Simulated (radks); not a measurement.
Zn V, 26 electrons, occupied as [Ar] 3d6 4d2 (not the ground configuration). Method: Dirac Kohn-Sham, PBE, spin-unpolarised, spherical densities, point nucleus; open shells fill j = l - 1/2 first; computed with a radial shooting solver on a logarithmic mesh with Libxc functionals.

Spin-orbit splittings of the eigenvalues, e(l+1/2) - e(l-1/2), with zeta = 2 splitting/(2l+1) and mean radii in bohr:

| shell | occ. | splitting (eV) | zeta (eV) | <r> j=l-1/2 | <r> j=l+1/2 |
|---|---|---|---|---|---|
| 2p | 6 | 23.85 | 15.90 | 0.1959 | 0.1993 |
| 3p | 6 | 3.377 | 2.252 | 0.6713 | 0.6800 |
| 3d | 6 | 0.4942 | 0.1977 | 0.7079 | 0.7109 |
| 4d | 2 | ? | ? | 2.385 | 2.390 |

Estimate the 4d splitting.

Answer. 0.05902 eV (zeta = 0.02361 eV).
